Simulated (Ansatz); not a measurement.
`C#[C][Al]([Cl])[Cl]` + CH₃OH → `C[O][Al]([Cl])[Cl]` + `C#C` at 500 K and 1 bar (ligand exchange at the Al–C bond).

Program: Ansatz. Geometries: PBE0-D4/def2-TZVP. ΔE: electronic, gas phase. CCSD(T)/CBS is the MP2 limit (def2-TZVPP, def2-QZVPP) plus CCSD(T) − MP2 in def2-TZVPP, frozen cores. This one scheme is used for every species. One conformer a species, not always the lowest.

| species | CCSD(T)/CBS energy (Eh) | H − E (kJ/mol) | S (J/(mol·K)) |
| --- | --- | --- | --- |
| `C#[C][Al]([Cl])[Cl]` | -1238.37391 | 98.0 | 394.8 |
| CH₃OH | -115.61712 | 157.0 | 265.4 |
| `C[O][Al]([Cl])[Cl]` | -1276.79096 | 163.3 | 424.5 |
| `C#C` | -77.22717 | 90.7 | 225.3 |

H − E and S are ideal-gas, rigid-rotor, harmonic terms from PBE0-D4/def2-TZVP, for one conformer and one mirror image of each species. 1 Eh = 2625.50 kJ/mol, R = 8.31446 J/(mol·K).

By hand: ΔE, ΔH, ΔS and ΔG.

ΔE = (-1276.79096) + (-77.22717) − (-1238.37391) − (-115.61712) = -0.02710 Eh = -71.2 kJ/mol. Δ(H − E) = 163.3 + 90.7 − 98.0 − 157.0 = -1.0, so ΔH = -72.2 kJ/mol. ΔS = 424.5 + 225.3 − 394.8 − 265.4 = -10.4 J/(mol·K). ΔG = -72.2 − 500 × (-10.4)/1000 = -67.0 kJ/mol.

By hand: the equilibrium constant, and the temperature at which ΔG would vanish if ΔH and ΔS stayed fixed.

log₁₀ K = −ΔG/(RT ln 10) = 7.0. ΔG = 0 at ΔH/ΔS = 6942 K, far beyond where these terms or the molecules hold.

The number of gas molecules stays the same, so ΔS is small and ΔH decides. A doubt of 5 kJ/mol in ΔE shifts log₁₀ K by 0.5 here. Other conformers and mirror images would add mixing entropy, several J/(mol·K) or more a flexible species. These are equilibria of isolated gas molecules and say nothing of rates. Largest T1 diagnostic: 0.013 (customary marks: 0.02 for closed shells, 0.045 for open ones).
